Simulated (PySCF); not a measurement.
HO (SMILES [OH]), doublet, at a GFN2-xTB geometry; CCSD(T)/pcseg-1 (PySCF).

The PySCF input:
```python
from pyscf import gto, scf, cc

mol = gto.M(
    atom='''
O    -0.000000   -0.000000   -0.107036
H     0.000000    0.000000    0.856289
''',
    basis='pcseg-1',
    charge=0,
    spin=1,
    verbose=4,
)

mf = scf.UHF(mol)
mf.kernel()

mycc = cc.CCSD(mf, frozen=2)
mycc.kernel()
et = mycc.ccsd_t()
print('E(CCSD(T)) = %.10f' % (mycc.e_tot + et))
```

### Question
What does PySCF print? Leave out banner, timings and long lists.

### Answer

```
PySCF version 2.14.0

[INPUT] verbose = 4
[INPUT] num. atoms = 2
[INPUT] num. electrons = 9
[INPUT] charge = 0
[INPUT] spin (= nelec alpha-beta = 2S) = 1
[INPUT] symmetry False subgroup None
[INPUT] Mole.unit = angstrom
[INPUT] Symbol           X                Y                Z      unit          X                Y                Z       unit  Magmom
[INPUT]  1 O      0.000000000000   0.000000000000  -0.107036000000 AA    0.000000000000   0.000000000000  -0.202268725469 Bohr   0.0
[INPUT]  2 H      0.000000000000   0.000000000000   0.856289000000 AA    0.000000000000   0.000000000000   1.618151693478 Bohr   0.0

nuclear repulsion = 4.39458924803156
number of shells = 5
number of NR pGTOs = 32
number of NR cGTOs = 19
basis = pcseg-1
ecp = {}

******** <class 'pyscf.scf.uhf.UHF'> ********
method = UHF
initial guess = minao
damping factor = 0
level_shift factor = 0
DIIS = <class 'pyscf.scf.diis.CDIIS'>
diis_start_cycle = 1
diis_space = 8
diis_damp = 0
SCF conv_tol = 1e-09
SCF conv_tol_grad = None
SCF max_cycles = 50
direct_scf = True
direct_scf_tol = 1e-13
number electrons alpha = 5  beta = 4
Set gradient conv threshold to 3.16228e-05
init E= -75.0060912351288

cycle= 1 E= -75.3543227764053  delta_E= -0.348  |g|= 0.173  |ddm|= 0.862
cycle= 2 E= -75.3680163079266  delta_E= -0.0137  |g|= 0.0373  |ddm|= 0.13
cycle= 3 E= -75.3688586422096  delta_E= -0.000842  |g|= 0.014  |ddm|= 0.0282
cycle= 4 E= -75.3690323073535  delta_E= -0.000174  |g|= 0.00577  |ddm|= 0.0155
cycle= 5 E= -75.3690633504618  delta_E= -3.1e-05  |g|= 0.00282  |ddm|= 0.00624
cycle= 6 E= -75.3690751347372  delta_E= -1.18e-05  |g|= 0.000966  |ddm|= 0.00502
cycle= 7 E= -75.3690770082419  delta_E= -1.87e-06  |g|= 0.000281  |ddm|= 0.00232
cycle= 8 E= -75.3690771631357  delta_E= -1.55e-07  |g|= 6.74e-05  |ddm|= 0.000756
cycle= 9 E= -75.3690771695422  delta_E= -6.41e-09  |g|= 1.12e-05  |ddm|= 0.000141
cycle= 10 E= -75.3690771696982  delta_E= -1.56e-10  |g|= 1.88e-06  |ddm|= 2.07e-05
Extra cycle  E= -75.3690771697015  delta_E= -3.24e-12  |g|= 7.42e-07  |ddm|= 2.26e-06
converged SCF energy = -75.3690771697015  <S^2> = 0.75472121  2S+1 = 2.0047157

******** <class 'pyscf.cc.uccsd.UCCSD'> ********
CC2 = 0
CCSD nocc = (np.int64(3), np.int64(2)), nmo = (17, 17)
frozen orbitals 2
max_cycle = 50
direct = 0
conv_tol = 1e-07
conv_tol_normt = 1e-06
diis_space = 6
diis_start_cycle = 0
diis_start_energy_diff = 1e+09
Init t2, MP2 energy = -0.0945842061864006
Init E_corr(UCCSD) = -0.0945842061867937
cycle = 1  E_corr(UCCSD) = -0.101633290404061  dE = -0.00704908422  norm(t1,t2) = 0.0194184
cycle = 2  E_corr(UCCSD) = -0.102672513945045  dE = -0.00103922354  norm(t1,t2) = 0.00609233
cycle = 3  E_corr(UCCSD) = -0.103092186673793  dE = -0.000419672729  norm(t1,t2) = 0.00276156
cycle = 4  E_corr(UCCSD) = -0.103089877428978  dE = 2.30924482e-06  norm(t1,t2) = 0.000739314
cycle = 5  E_corr(UCCSD) = -0.103089829453996  dE = 4.79749816e-08  norm(t1,t2) = 0.000263185
cycle = 6  E_corr(UCCSD) = -0.103093269285194  dE = -3.4398312e-06  norm(t1,t2) = 9.93062e-05
cycle = 7  E_corr(UCCSD) = -0.103092240307297  dE = 1.0289779e-06  norm(t1,t2) = 3.17625e-05
cycle = 8  E_corr(UCCSD) = -0.103092277885642  dE = -3.75783444e-08  norm(t1,t2) = 7.58002e-06
cycle = 9  E_corr(UCCSD) = -0.103092295634043  dE = -1.77484013e-08  norm(t1,t2) = 2.25079e-06
cycle = 10  E_corr(UCCSD) = -0.103092306762111  dE = -1.11280681e-08  norm(t1,t2) = 4.17043e-07
UCCSD converged
E(UCCSD) = -75.47216947646356  E_corr = -0.103092306762111
UCCSD(T) correction = -0.000846788963763364
E(CCSD(T)) = -75.4730162654
```
